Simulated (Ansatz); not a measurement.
Dissociation curve of AlH, singlet.

Methods: RHF/aug-cc-pVQZ (Ansatz, a first-principles code); RMP2 = MP2 on RHF/aug-cc-pVQZ, frozen core in Ansatz; UHF/aug-cc-pVQZ (Ansatz); UMP2 = MP2 on UHF/aug-cc-pVQZ, frozen core (Ansatz); UCCSD = Ansatz with CCSD on UHF/aug-cc-pVQZ, frozen core; UCCSD(T) = CCSD(T) on UHF/aug-cc-pVQZ, frozen core in Ansatz; RKS-CAM-B3LYP = restricted CAM-B3LYP/aug-cc-pVQZ run with Ansatz; UKS-CAM-B3LYP = unrestricted CAM-B3LYP/aug-cc-pVQZ run with Ansatz; RKS-B3LYP = Ansatz with restricted B3LYP/aug-cc-pVQZ; UKS-B3LYP = unrestricted B3LYP/aug-cc-pVQZ run with Ansatz; RKS-PBE = restricted PBE/aug-cc-pVQZ run with Ansatz; UKS-PBE = unrestricted PBE/aug-cc-pVQZ (Ansatz); FCI = full CI/aug-cc-pVQZ, frozen core run with Ansatz.

All curves are set to zero at 1.66 Å and compared with full CI in the same basis at 1.66, 1.68, 1.79, 1.82, 1.90, 2.03, 2.24, 2.47, 2.69, 2.93, 3.34, 3.71, 4.02, 4.41, 5.00, 5.80, 6.62 Å.

Q: Which method stays most parallel to full CI over these points, and which least?

A: UKS-B3LYP has the smallest spread and RHF the largest. In order (kcal/mol): UKS-B3LYP 2.24, UCCSD(T) 2.41, UKS-CAM-B3LYP 3.31, UCCSD 3.54, UKS-PBE 4.45, UMP2 13.09, RKS-PBE 18.32, UHF 24.05, RKS-B3LYP 25.00, RMP2 34.20, RKS-CAM-B3LYP 40.70, RHF 55.37.

Errors against full CI at some of the points (kcal/mol):

```json
[
 {"method": "UKS-B3LYP", "2.03 Å": "-0.6", "2.47 Å": "-1.0", "3.34 Å": "-0.9", "4.02 Å": "-2.2", "6.62 Å": "-0.3"},
 {"method": "UCCSD(T)", "2.03 Å": "0.1", "2.47 Å": "0.3", "3.34 Å": "2.2", "4.02 Å": "1.8", "6.62 Å": "0.0"},
 {"method": "UKS-CAM-B3LYP", "2.03 Å": "0.1", "2.47 Å": "1.0", "3.34 Å": "1.7", "4.02 Å": "-0.2", "6.62 Å": "-0.4"},
 {"method": "UCCSD", "2.03 Å": "0.2", "2.47 Å": "0.9", "3.34 Å": "3.3", "4.02 Å": "1.8", "6.62 Å": "-0.2"},
 {"method": "UKS-PBE", "2.03 Å": "-1.9", "2.47 Å": "-3.3", "3.34 Å": "-3.2", "4.02 Å": "-4.4", "6.62 Å": "-4.1"},
 {"method": "UMP2", "2.03 Å": "-1.5", "2.47 Å": "3.1", "3.34 Å": "3.0", "4.02 Å": "-3.0", "6.62 Å": "-5.8"},
 {"method": "RKS-PBE", "2.03 Å": "-1.9", "2.47 Å": "-3.3", "3.34 Å": "-2.2", "4.02 Å": "2.1", "6.62 Å": "14.8"},
 {"method": "UHF", "2.03 Å": "1.4", "2.47 Å": "3.6", "3.34 Å": "-9.3", "4.02 Å": "-17.0", "6.62 Å": "-20.5"},
 {"method": "RKS-B3LYP", "2.03 Å": "-0.6", "2.47 Å": "-1.0", "3.34 Å": "1.7", "4.02 Å": "7.3", "6.62 Å": "24.0"},
 {"method": "RMP2", "2.03 Å": "0.9", "2.47 Å": "2.9", "3.34 Å": "9.9", "4.02 Å": "18.6", "6.62 Å": "33.8"},
 {"method": "RKS-CAM-B3LYP", "2.03 Å": "0.1", "2.47 Å": "1.0", "3.34 Å": "6.7", "4.02 Å": "15.1", "6.62 Å": "40.7"},
 {"method": "RHF", "2.03 Å": "1.1", "2.47 Å": "3.6", "3.34 Å": "12.0", "4.02 Å": "22.4", "6.62 Å": "55.4"}
]
```

The restricted form behind RHF, RMP2, RKS-CAM-B3LYP, RKS-B3LYP, RKS-PBE keeps the bonding electrons paired and can't separate into open-shell fragments. The T1 diagnostic of CCSD on the restricted reference of RMP2 exceeds 0.045 at 2.93 to 6.62 Å. The unrestricted determinant behind UHF, UMP2, UCCSD, UCCSD(T) is spin-contaminated at 1.22 to 1.90, 2.47 to 6.62 Å (<S²> up to 1.0, against 0.00 for a pure singlet). The unrestricted determinant behind UKS-CAM-B3LYP, UKS-B3LYP is spin-contaminated at 2.93 to 6.62 Å (<S²> up to 1.0, against 0.00 for a pure singlet). The unrestricted determinant behind UKS-PBE is spin-contaminated at 3.34 to 6.62 Å (<S²> up to 1.0, against 0.00 for a pure singlet).
